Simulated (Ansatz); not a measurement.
Cost and result for the atomization energy of C2H8B2OSi (`B/C(O)=C(/B)[SiH3]`) (14 atoms, 13 bonds).

```xyz
14

B     1.2664    1.1724   -1.1064
C     0.2166    1.0443   -0.0029
O    -0.1991    2.1554    0.6908
C    -0.3550   -0.1302    0.3540
B    -1.4063   -0.3006    1.4500
Si    0.0657   -1.7667   -0.4613
H     1.7379    2.2418   -1.3779
H     1.6236    0.2032   -1.7059
H     0.2703    2.9238    0.3545
H    -1.0808   -0.5672    2.5723
H    -2.5748   -0.2612    1.1867
H    -0.2775   -1.7795   -1.9050
H     1.4883   -2.1416   -0.2669
H    -0.7752   -2.7939    0.2180
```

Total charge 0; spin multiplicity 1. The geometry is a stationary point of PBE0-D4/def2-TZVP. It is one conformer, not always the lowest. Program: Ansatz. All runs use 4 threads of an Intel Xeon 6975P-C on a shared host. Times are those of one run each, without the atoms' runs, and a repeat can differ threefold. Electronic energies, without spin–orbit coupling; frozen cores. CCSD(T)/CBS adds CCSD(T) − MP2 in def2-TZVPP to the MP2 limit, and its time is that of the two runs behind it. T1 = 0.014; the RHF reference is unstable towards UHF. B3LYP takes the VWN-RPA correlation (the form of Gaussian; ORCA's B3LYP/G).

CCSD(T)/CBS is a level of theory with its own doubt, some kJ/mol a heavy atom from the limit and from the frozen cores, so smaller differences don't rank the functionals.

```json
{"level": "PBE-D4/def2-TZVPP (with forces)", "functions": "309", "wall time": "2.5 s"}
{"level": "PBE0-D4/def2-TZVPP", "functions": "309", "wall time": "2.5 s"}
{"level": "r2SCAN-D4/def2-TZVPP (with forces)", "functions": "309", "wall time": "3.6 s"}
{"level": "B3LYP-D4/def2-TZVPP (with forces)", "functions": "309", "wall time": "4.4 s"}
{"level": "ωB97X-V/def2-TZVPP", "functions": "309", "wall time": "6 s"}
{"level": "B2PLYP/def2-TZVPP", "functions": "309", "wall time": "6 s"}
{"level": "ωB97M-V/def2-TZVPP (with forces)", "functions": "309", "wall time": "11 s"}
{"level": "MP2/def2-QZVPP", "functions": "595", "wall time": "27 s"}
{"level": "CCSD(T)/def2-TZVPP", "functions": "309", "wall time": "3.9 min"}
{"level": "CCSD(T)/CBS(def2)", "functions": "–", "wall time": "4.4 min"}
```

Q: What atomization energy does each give, and how far from CCSD(T)/CBS? (An estimate is asked.)

A: Ansatz gave: 
| level | atomization (kJ/mol) | difference from CCSD(T)/CBS | per bond |
| --- | --- | --- | --- |
| PBE-D4/def2-TZVPP (with forces) | 5238.7 | 119.0 | 9.1 |
| PBE0-D4/def2-TZVPP | 5160.7 | 41.0 | 3.2 |
| r2SCAN-D4/def2-TZVPP (with forces) | 5180.1 | 60.4 | 4.6 |
| B3LYP-D4/def2-TZVPP (with forces) | 5162.7 | 43.0 | 3.3 |
| ωB97X-V/def2-TZVPP | 5153.9 | 34.2 | 2.6 |
| B2PLYP/def2-TZVPP | 5096.3 | -23.4 | -1.8 |
| ωB97M-V/def2-TZVPP (with forces) | 5161.1 | 41.4 | 3.2 |
| MP2/def2-QZVPP | 5152.7 | 33.0 | 2.5 |
| CCSD(T)/def2-TZVPP | 4999.9 | -119.8 | -9.2 |
| CCSD(T)/CBS(def2) | 5119.7 | 0.0 | 0.0 |

In def2-TZVPP, CCSD(T) changes the Hartree–Fock value by +1137.7 kJ/mol (the triples alone add +73.5 kJ/mol) and MP2 by +1219.5 kJ/mol; breaking electron pairs costs correlation energy, which Hartree–Fock lacks. From PBE to PBE0 (25 % exact exchange), in def2-TZVPP and without D4, the atomization energy moves by −73.2 kJ/mol: exact exchange takes away binding that semilocal exchange gives to molecules. The D4 term adds +51.4 kJ/mol with B3LYP and +27.2 kJ/mol with PBE0; it sums over pairs of atoms, weighted by their polarisabilities, and B3LYP, whose exchange is more repulsive, gets the larger term.
